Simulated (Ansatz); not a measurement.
The lowest singlet and triplet of CClF (SMILES F[C]Cl); geometries from B3LYP-D3(BJ)/def2-TZVP, each state relaxed from the structure named, with no frequency check.
Singlet (charge 0, multiplicity 1):
| atom | x (Å) | y (Å) | z (Å) |
|---|---|---|---|
| F | -1.4791 | -0.2281 | 0.0000 |
| C | -0.5683 | 0.6961 | 0.0000 |
| Cl | 0.9836 | -0.1249 | 0.0000 |

```csv
level,"gap E(singlet) − E(triplet), vertical, at the singlet's geometry (kcal/mol)",cost
R-HF/cc-pV(T+d)Z,-18.15,-
U-HF/cc-pV(T+d)Z (spin-contaminated),-20.27,-
R-SVWN5/def2-TZVPP,-42.73,×0.7
R-PBE/def2-TZVPP,-40.54,×1
U-PBE/def2-TZVPP,-40.54,×1
R-r2SCAN/def2-TZVPP,-34.01,×2
U-r2SCAN/def2-TZVPP,-34.01,×3
R-B3LYP/def2-TZVPP,-40.11,×1
U-PBE0/def2-TZVPP,-36.35,×3
R-BHLYP/def2-TZVPP,-35.93,×1
U-BHLYP/def2-TZVPP,-35.93,×2
R-wB97X-V/def2-TZVPP,-41.76,×3
U-B2PLYP/def2-TZVPP,-40.66,×7
R-MP2/cc-pV(D+d)Z,-39.20,-
U-MP2/cc-pV(D+d)Z (spin-contaminated),-34.01,-
R-MP2/cc-pV(Q+d)Z,-41.51,-
U-MP2/cc-pV(Q+d)Z (spin-contaminated),-35.19,-
R-SCS-MP2/cc-pV(D+d)Z,-41.41,-
U-SCS-MP2/cc-pV(D+d)Z (spin-contaminated),-35.72,-
R-SCS-MP2/cc-pV(T+d)Z,-44.09,-
R-SCS-MP2/cc-pV(Q+d)Z,-45.12,-
U-SCS-MP2/cc-pV(Q+d)Z (spin-contaminated),-38.14,-
R-CCSD/cc-pV(D+d)Z,-39.50,-
R-CCSD/cc-pV(T+d)Z,-39.98,-
R-CCSD(T)/cc-pV(D+d)Z,-41.83,×2
U-CCSD(T)/cc-pV(D+d)Z (spin-contaminated),-41.45,×3
R-CCSD(T)/cc-pV(T+d)Z,-42.67,×6
U-CCSD(T)/cc-pV(T+d)Z (spin-contaminated),-42.25,×10
U-CCSD(T)/cc-pV(Q+d)Z (spin-contaminated),-42.48,×80
R-CCSDT/cc-pV(D+d)Z,-41.85,-
"SA-CASSCF(2,2)/cc-pV(D+d)Z",-30.49,-
"SA-CASSCF(2,2)/cc-pV(Q+d)Z",-30.96,-
"SC-NEVPT2 on SA-CASSCF(2,2)/cc-pV(D+d)Z",-38.39,-
"SC-NEVPT2 on SA-CASSCF(2,2)/cc-pV(T+d)Z",-39.78,-
"FIC-NEVPT4(SD) on SA-CASSCF(2,2)/cc-pV(D+d)Z",-40.62,-
"FIC-NEVPT4(SD) on SA-CASSCF(2,2)/cc-pV(T+d)Z",-41.63,-
"FIC-NEVPT4(SD) on SA-CASSCF(2,2)/cc-pV(Q+d)Z",-41.95,-
"FIC-MRCISD+Q on SA-CASSCF(2,2)/cc-pV(D+d)Z",-40.61,-
"FIC-MRCISD+Q on SA-CASSCF(2,2)/cc-pV(T+d)Z",-41.07,-
"FIC-MRCISD+Q on SA-CASSCF(2,2)/cc-pV(Q+d)Z",-41.22,-
```

The rows run from -45.12 (R-SCS-MP2/cc-pV(Q+d)Z) to -18.15 kcal/mol (R-HF/cc-pV(T+d)Z). From cc-pV(D+d)Z (spin-contaminated) to cc-pV(Q+d)Z (spin-contaminated) U-CCSD(T) changes by -1.03. The 5 U-functionals in def2-TZVPP without D3 or D4 span 6.65, from U-B2PLYP to U-r2SCAN.

A positive gap puts the triplet lower; no zero-point energy. R- takes a restricted singlet. U- takes an unrestricted singlet (broken symmetry where lower, unprojected). The triplet is unrestricted in single-reference levels. Active spaces average the two states.

Frozen-core correlation.

Doubts at one or more of the structures used: a restricted determinant that unrestricted orbitals would lower (R-HF/cc-pV(T+d)Z, R-MP2/cc-pV(D+d)Z, R-MP2/cc-pV(Q+d)Z, R-SCS-MP2/cc-pV(D+d)Z, R-SCS-MP2/cc-pV(T+d)Z, R-SCS-MP2/cc-pV(Q+d)Z, R-CCSD/cc-pV(D+d)Z, R-CCSD/cc-pV(T+d)Z, R-CCSD(T)/cc-pV(D+d)Z, R-CCSD(T)/cc-pV(T+d)Z, R-CCSDT/cc-pV(D+d)Z); T1 above 0.05 (U-CCSD(T)/cc-pV(D+d)Z (spin-contaminated), U-CCSD(T)/cc-pV(T+d)Z (spin-contaminated), U-CCSD(T)/cc-pV(Q+d)Z (spin-contaminated)).

Programs: Ansatz (Gaussian basis) for Hartree–Fock, density functionals and correlated methods. Values without a source in brackets are computed.

Costs are rough ratios of core time to R-PBE/def2-TZVPP (about 2.5 s over the structures, on one shared machine); a dash marks a level with no comparable run of its own.

Ansatz is an electronic-structure program.
